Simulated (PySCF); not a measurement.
benzobisthiadiazole (C6H2N4S2), SMILES c1c2c(cc3nsnc13)N=S=N2.

Coordinates come from a B3LYP-D3(BJ)/def2-SVP optimisation.

Level of theory: B3LYP-D3(BJ)/def2-SVP run with PySCF 2.14.0.

Frequencies are harmonic and unscaled.

```csv
mode,ν (cm⁻¹),IR (km/mol),moving atoms (share of kinetic energy)
1,103,0.3,"S 49 %, C 49 %"
2,184,0.0,"N 89 %, C 11 %"
3,289,5.7,"C 40 %, S 38 %, N 21 %"
4,296,0.0,"C 50 %, S 28 %, N 23 %"
5,374,0.0,"C 46 %, N 46 %, H 8 %"
6,379,0.0,"S 61 %, N 24 %, C 14 %"
7,411,0.0,"C 50 %, N 39 %"
8,414,20.0,"C 48 %, H 24 %, N 20 %"
9,531,10.0,"N 50 %, C 28 %, H 13 %, S 10 %"
10,568,0.0,"N 49 %, C 45 %"
11,651,2.9,"S 61 %, C 22 %, N 13 %"
12,679,0.0,"C 63 %, N 15 %, S 11 %, H 10 %"
13,686,0.0,"C 71 %, S 17 %"
14,783,0.0,"C 60 %, H 37 %"
15,786,39.1,"N 53 %, C 41 %"
16,792,0.0,"C 89 %, N 11 %"
17,810,0.0,"N 59 %, C 33 %"
18,828,51.5,"N 59 %, C 27 %, H 14 %"
19,890,0.0,"N 66 %, S 25 %"
20,895,38.4,"H 60 %, C 39 %"
21,896,0.0,"N 81 %, S 15 %"
22,913,52.3,"N 66 %, S 25 %, C 9 %"
23,913,0.0,"C 50 %, H 48 %"
24,918,7.1,"N 59 %, H 22 %, C 15 %"
25,1173,2.7,"C 41 %, N 32 %, H 26 %"
26,1203,0.0,"H 75 %, C 23 %"
27,1288,0.0,"C 53 %, N 47 %"
28,1302,6.9,"C 76 %, N 21 %"
29,1344,10.5,"C 69 %, H 24 %"
30,1345,0.0,"C 76 %, N 24 %"
31,1463,14.8,"C 89 %, H 9 %"
32,1523,0.0,C 93 %
33,1539,2.1,"C 88 %, N 11 %"
34,1642,0.0,C 95 %
35,3235,1.2,"H 91 %, C 9 %"
36,3236,0.0,"H 91 %, C 9 %"
```
